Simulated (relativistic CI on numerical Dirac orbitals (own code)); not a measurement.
Mn6+ in a cubic cluster: 3s photoemission with charge transfer

Computed with a charge-transfer multiplet model of a cubic metal-ligand cluster with up to 2 ligand holes, Slater and spin-orbit integrals from Dirac-Coulomb-Breit ions, Slater integrals scaled by 0.8. The ground state mixes d1 with configurations of k ligand holes L, whose averages lie at kΔ + k(k − 1)U_dd/2; a core hole lowers each added d electron by U_cd. 300 K, Lorentzian 1.4 eV and Gaussian 0.8 eV FWHM.

Atomic integrals in eV (Slater integrals scaled, ζ unscaled), ground: F2dd 10.611, F4dd 6.708, zeta_d 0.064; with the core hole: F2dd 10.611, F4dd 6.708, zeta_d 0.072, G2cd 10.972. Where a configuration has fewer than two d electrons, the dd integrals are those of d2.

Cluster parameters (eV): Δ = 0.5, U_dd = 6.9, 10Dq = 1.35, 10Dq(ligand) = 0.2, V(eg) = 1.95, V(t2g) = -1, final-state hopping factor = 0.9.

```
         Case   n_d    d1   d2L  d3L2     S
U_cd = 6.2 eV  1.79  0.32  0.57  0.11  0.50
U_cd = 6.8 eV  1.79  0.32  0.57  0.11  0.50
  U_cd = 8 eV  1.79  0.32  0.57  0.11  0.50
U_cd = 8.6 eV  1.79  0.32  0.57  0.11  0.50
U_cd = 9.2 eV  1.79  0.32  0.57  0.11  0.50
```

Weights, n_d and S are thermal averages at 300 K. Binding energies count from the first peak over 30 % of the highest in each spectrum, which can be another peak from case to case. The parameters are a model scan and need not match a compound or its usual spin state. Peaks in eV (height, largest 100):
- U_cd = 6.2 eV: 0.0 (100), 4.6 (42), 7.4 (31), 13.8 (8), 15.3 (8)
- U_cd = 6.8 eV: 0.0 (100), 4.6 (44), 7.6 (34), 15.4 (11)
- U_cd = 8 eV: 0.0 (100), 4.5 (50), 7.6 (41), 15.6 (17)
- U_cd = 8.6 eV: 0.0 (100), 4.5 (53), 7.7 (44), 15.8 (20), 18.7 (11)
- U_cd = 9.2 eV: 0.0 (100), 4.5 (56), 7.8 (48), 16.0 (23), 19.7 (13), 24.0 (6)

Curve for U_cd = 6.2 eV (points under 2 left out, the grid thinned):

E (eV), Intensity and a bar:
```
     -3.5        5.4 #
     -3.0        7.1 ##
     -2.5        9.9 ##
     -2.0       14.7 ####
     -1.5       24.2 #######
     -1.0       44.0 #############
     -0.5       77.8 #######################
      0.0      100.0 ##############################
      0.5       81.1 ########################
      1.0       52.3 ###############
      1.5       38.1 ###########
      2.0       31.1 #########
      2.5       24.8 #######
      3.0       22.3 ######
      3.5       25.8 #######
      4.0       34.4 ##########
      4.5       41.7 ############
      5.0       39.3 ###########
      5.5       35.0 ##########
      6.0       34.3 ##########
      6.5       32.3 #########
      7.0       30.7 #########
      7.5       30.8 #########
      8.0       28.8 ########
      8.5       23.8 #######
      9.0       19.4 #####
      9.5       17.0 #####
     10.0       15.4 ####
     10.5       13.8 ####
     11.0       12.4 ###
     11.5       11.0 ###
     12.0        9.7 ##
     12.5        8.7 ##
     13.0        8.3 ##
     13.5        8.3 ##
     14.0        8.4 ##
     14.5        8.2 ##
     15.0        8.1 ##
     15.5        8.2 ##
     16.0        7.1 ##
     16.5        5.4 #
     17.0        3.9 #
     17.5        2.9 
     18.0        2.3 
     18.5        2.0
```

For the case U_cd = 8 eV, Δ = 0.5 eV is smaller than U_dd = 6.9 eV, the charge-transfer side of the Zaanen-Sawatzky-Allen scheme. With the core hole the configuration with one ligand hole lies at Δ − U_cd = -5.7, -6.3, -7.5, -8.1, -8.7 eV from the one without, in the order of the table; where this is negative the screened configuration lies lower.

With at most 2 ligand holes the space is cut while the next configuration still counts, so covalency is underestimated, and a final configuration with one more ligand hole, which can lie low, is missing from the spectra.

Without intra-shell correlation the exchange splitting of the 3s hole comes out too large.
